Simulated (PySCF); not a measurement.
W(NH)2(OH)2 (singlet state).
Cartesian coordinates in Å at the PBE0-D3(BJ)/def2-SVP level; atoms count from 1:
```xyz
9
H4N2O2W angstrom
W     -0.119   -0.020   -0.064
N      0.015    0.446    1.617
H      0.475    0.664    2.494
N      1.454   -0.190   -0.813
H      2.465   -0.162   -0.882
O     -1.059    1.351   -0.994
H     -1.542    2.046   -0.536
O     -0.996   -1.710   -0.126
H     -0.693   -2.425   -0.695
```

Theory: TDDFT B3LYP/def2-SVPD, vertical, gas phase, core orbitals frozen in the response, def2 core potentials past Kr (PySCF 2.14.0, density-fitted response routines). Spin–orbit coupling is left out.

Transition dipole moments from the ground state, in atomic units and in the frame of the coordinates above (overall signs are arbitrary), for the states with f of 0.002 or more among the lowest 10:

```json
{"state": "S1", "E (eV)": "4.879", "μx": "-0.081", "μy": "0.050", "μz": "0.132"}
{"state": "S2", "E (eV)": "5.181", "μx": "0.063", "μy": "-0.184", "μz": "-0.056"}
{"state": "S3", "E (eV)": "5.355", "μx": "-0.098", "μy": "-0.134", "μz": "0.223"}
{"state": "S5", "E (eV)": "5.736", "μx": "0.092", "μy": "-0.149", "μz": "-0.117"}
{"state": "S7", "E (eV)": "6.125", "μx": "0.332", "μy": "-0.132", "μz": "-0.550"}
{"state": "S10", "E (eV)": "6.266", "μx": "-0.075", "μy": "0.334", "μz": "0.033"}
```

**Question.** Work out the oscillator strengths.

**Answer.** f = (2/3) ΔE |μ|² with ΔE in hartree (27.2114 eV).

| state | \|μ\|² (au) | \|μ\| (D) | f |
| --- | --- | --- | --- |
| S1 | 0.027 | 0.41 | 0.003 |
| S2 | 0.041 | 0.51 | 0.005 |
| S3 | 0.077 | 0.71 | 0.010 |
| S5 | 0.044 | 0.54 | 0.006 |
| S7 | 0.430 | 1.67 | 0.065 |
| S10 | 0.118 | 0.87 | 0.018 |

**Question.** Label these states by symmetry in C2.

**Answer.** From a totally symmetric ground state, an allowed state transforms like the component of the dipole operator along its μ. Polarised across the twofold axis, so B: S1, S2, S3, S5, S7 and S10.

**Question.** What angle do the transition dipoles of S3 and S10 make?

**Answer.** |cos θ| = |μa·μb| / (|μa| |μb|) = 0.31, so θ ≈ 72° (taken between 0 and 90°, since the signs are arbitrary).

**Question.** How is the summed strength of these states shared among x, y and z?

**Answer.** (2/3) Σ ΔE μα² gives 0.021 for x, 0.030 for y and 0.056 for z, 0.107 in all.

**Question.** What peak molar absorption coefficient would the strongest computed level give as a lone Gaussian band 0.3 eV wide at half height?

**Answer.** ε(max) = 2.175×10⁸ f / FWHM, with the width in cm⁻¹. S7: 2.175×10⁸ × 0.0645 / 2420 ≈ 5800 L mol⁻¹ cm⁻¹.

All these states lie below the vertical ionisation energy of 9.56 eV (ΔSCF).

On one thread of an x86-64 server, on a shared host, this took 94 s.
